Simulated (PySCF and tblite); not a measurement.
The numbers below are computed, except where a source is named.
2 diastereomers of C₆H₉F₃OS, numbered alike:

```csv
isomer,SMILES,descriptors (one enantiomer)
A,[CH3:1][O:2][C@@H:3]1[CH2:4][CH2:5][S:6][C@@H:7]1[C:8]([F:9])([F:10])[F:11],"3R, 7S"
B,[CH3:1][O:2][C@H:3]1[CH2:4][CH2:5][S:6][C@@H:7]1[C:8]([F:9])([F:10])[F:11],"3S, 7S"
```

Each isomer is a Boltzmann average at 298.15 K over at most 4 conformers: GFN2-xTB geometries, energies PBE0/pcSseg-1 (D3(BJ) added where defined), GFN2-xTB thermal terms. Programs: PySCF with density fitting and tblite.

Problem. Rank the isomers by free energy at 298.15 K.

Solution. 
```
isomer  ΔG (kcal/mol)  ΔE, lowest conformer  conformers  largest weight %  rms dipole (D)
     B            0.0                   0.0           4                61            3.23
     A            2.3                   1.9           3                85            3.71
```

ΔG is for one enantiomer.

Problem. If they could interconvert freely, what would the mixture hold (chiral isomers as racemates)?

Solution. B 98 %, A 2 %. A racemate gains RT ln 2.
